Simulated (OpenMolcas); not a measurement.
V II: effect of the level shift or regulariser

```yaml
Program: OpenMolcas 26.06
Basis: ANO-RCC-VTZP [6s5p3d2f1g]
Scalar_Hamiltonian: DKH2, point nucleus
Active_space: 4 electrons in 5 orbitals (3d)
State_averaging: 2S+1 = 5 even, 5 roots; 2S+1 = 3 even, 45 roots; 2S+1 = 1 even, 50 roots (44 in the spin-orbit step)
Spin-orbit_coupling: state interaction with AMFI integrals over the reference wave functions, term energies averaged over their components
```

Methods on the same reference wave functions:
A. CASSCF
B. MS-CASPT2, IPEA 0.25 Eh, imaginary shift 0.1 Eh (closed shells correlated: 3s 3p)
C. MS-CASPT2, IPEA 0.25 Eh, real shift 0.2 Eh (closed shells correlated: 3s 3p)
D. MS-CASPT2, IPEA 0.25 Eh, sigma2 regulariser 0.3 Eh (closed shells correlated: 3s 3p)

Energies in eV above 3d⁴ ⁵D₀, the measured ground level; measured values from NIST Handbook of Basic Atomic Spectroscopic Data.

| Level | A | B | C | D | Measured |
| --- | --- | --- | --- | --- | --- |
| 3d⁴ ⁵D₀ | 0.0000 | 0.0000 | 0.0000 | 0.0000 | 0.0000 |
| 3d⁴ ⁵D₁ | 0.0048 | 0.0049 | 0.0049 | 0.0049 | 0.0045 |
| 3d⁴ ⁵D₂ | 0.0143 | 0.0146 | 0.0145 | 0.0145 | 0.0132 |
| 3d⁴ ⁵D₃ | 0.0282 | 0.0286 | 0.0286 | 0.0286 | 0.0259 |
| 3d⁴ ⁵D₄ | 0.0464 | 0.0467 | 0.0466 | 0.0466 | 0.0421 |
| 3d⁴ ³H₄ | 1.9569 | 1.518 | 1.537 | 1.524 |  |
| 3d⁴ ³H₅ | 1.9665 | 1.528 | 1.547 | 1.534 |  |
| 3d⁴ ³H₆ | 1.9776 | 1.539 | 1.559 | 1.545 |  |
| 3d⁴ ³P₀(1) | 2.1294 | 1.336 | 1.379 | 1.390 |  |
| 3d⁴ ³P₁(1) | 2.1574 | 1.364 | 1.407 | 1.419 |  |
| 3d⁴ ³P₂(1) | 2.2098 | 1.417 | 1.460 | 1.472 |  |
| 3d⁴ ³F₂(1) | 2.2447 | 1.598 | 1.618 | 1.611 |  |
| 3d⁴ ³F₃(1) | 2.2491 | 1.604 | 1.624 | 1.617 |  |
| 3d⁴ ³F₄(1) | 2.2554 | 1.611 | 1.631 | 1.624 |  |
| 3d⁴ ³G₃ | 2.4680 | 1.885 | 1.900 | 1.890 |  |
| 3d⁴ ³G₄ | 2.4798 | 1.897 | 1.912 | 1.902 |  |
| 3d⁴ ³G₅ | 2.4913 | 1.909 | 1.924 | 1.914 |  |
| 3d⁴ ¹I₆ | 2.9291 | 2.313 | 2.337 | 2.320 |  |
| 3d⁴ ¹G₄(1) | 3.0775 | 2.250 | 2.280 | 2.270 |  |
| 3d⁴ ³D₃ | 3.1911 | 2.403 | 2.408 | 2.410 |  |
| 3d⁴ ³D₂ | 3.1954 | 2.406 | 2.412 | 2.414 |  |
| 3d⁴ ³D₁ | 3.1991 | 2.411 | 2.416 | 2.418 |  |
| 3d⁴ ¹S₀ | 3.5718 | 2.434 | 2.468 | 2.450 |  |
| 3d⁴ ¹D₂ | 3.8332 | 2.839 | 2.873 | 2.913 |  |

Deviations, from unrounded energies. A percentage is the sum of absolute deviations over the sum of measured energies, with the sign that they share, or ± where signs differ.

```csv
Against measurement,Levels,A,B,C,D
mean absolute deviation (cm-1),4,16,18,18,18
fine structure of the ground term (%),4,+9.4,+10.7,+10.5,+10.5
```

A, B, C, D lie about equally close to measurement. The largest miss of A in the table is 3d⁴ ⁵D₄, by +35 cm-1. The ranking rests on the paired levels alone, and a cruder setting can come out closer through cancelling errors.

Among B to D the level of the table that moves most is 3d⁴ ¹D₂, by 600 cm-1 (lowest in B, highest in D). Moves below CASPT2's spread within the term are not significant.

The two smallest mean deviations differ by little beside CASPT2's spread within terms, so their order carries little weight.

From A to B the spin-free energies of the other terms of 3d⁴ shown, above ⁵D, scale by factors of 0.63 to 0.79.

The lowest spin-free term lies below A's lowest term by 0.386 hartree in B, 0.385 hartree in C, 0.386 hartree in D.

CASPT2 breaks the degeneracy within a term, and the mean is taken; among the terms shown or strongly mixed into the levels shown the widest spread is 1700 cm-1 (3d⁴ ¹I, B). Some high roots are left out of the spin-orbit mixing, which shifts the levels that they would mix with. The CASPT2 spread within a term exceeds the gap to the next term for 3d⁴ ³H and 3d⁴ ³F(1), 3d⁴ ¹G(1) and 3d⁴ ¹I, 3d⁴ ¹I and 3d⁴ ³D, so the order of their levels is uncertain, and so are names and mixing where such terms share a J (figures for B; the like holds for C, D). Without dynamic correlation excited terms often stand tens of per cent too high (terms of higher spin than the ground term too low), and those without a measured partner can miss by more than the paired ones (holds for A). Computed and measured levels are paired by configuration, term and J; levels that our copy of the source lacks, or whose pairing is in doubt (as where it misses far off the trend of its configuration), stay unpaired and out of the deviations. Levels of configurations outside the active space are missing. The table leaves out levels that lie high or whose names do not pair safely across all columns.

A number in round brackets counts repeated terms of one configuration in the order of the reference energies.
